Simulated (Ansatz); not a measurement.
One change: `CN(C)P` becomes `C[N](C)[InH][SH]`.

Ansatz, PBE0-D4/def2-TZVP geometries, multiplicity 1. Each molecule was computed in one conformer, which needn't be the lowest.

Elements past krypton have def2 core potentials.

```json
{"property": "HOMO energy (PBE/def2-TZVPP) / eV", "`CN(C)P`": "-5.27"}
{"property": "HOMO–LUMO gap (PBE/def2-TZVPP) / eV", "`CN(C)P`": "4.77"}
{"property": "size of the dipole moment (ωB97M-V/def2-TZVPP) / D", "`CN(C)P`": "1.30"}
{"property": "size of the dipole moment (B3LYP/def2-TZVPP) / D", "`CN(C)P`": "1.31"}
{"property": "HOMO–LUMO gap (ωB97M-V/def2-TZVPP) / eV", "`CN(C)P`": "11.01"}
{"property": "LUMO energy (PBE0/def2-TZVPP) / eV", "`CN(C)P`": "0.41"}
```

(1) What does the change do to each property? (Best estimate.)

Results:

(1) The calculation gave: 
```tsv
property	`C[N](C)[InH][SH]`	shift
HOMO energy (PBE/def2-TZVPP) / eV	-4.94	0.33
HOMO–LUMO gap (PBE/def2-TZVPP) / eV	3.30	-1.47
size of the dipole moment (ωB97M-V/def2-TZVPP) / D	1.70	0.40
size of the dipole moment (B3LYP/def2-TZVPP) / D	1.78	0.47
HOMO–LUMO gap (ωB97M-V/def2-TZVPP) / eV	8.77	-2.24
LUMO energy (PBE0/def2-TZVPP) / eV	-0.98	-1.39
```

With PBE0 the HOMO rises by 0.45 eV and the LUMO falls by 1.39 eV, so the gap narrows by about 1.84 eV. PBE moves the HOMO by 0.33 eV and ωB97M-V by 0.48 eV. Dipoles are sizes alone; their direction can turn.

B3LYP here is the variant with VWN-RPA as its local correlation; programs differ in this.
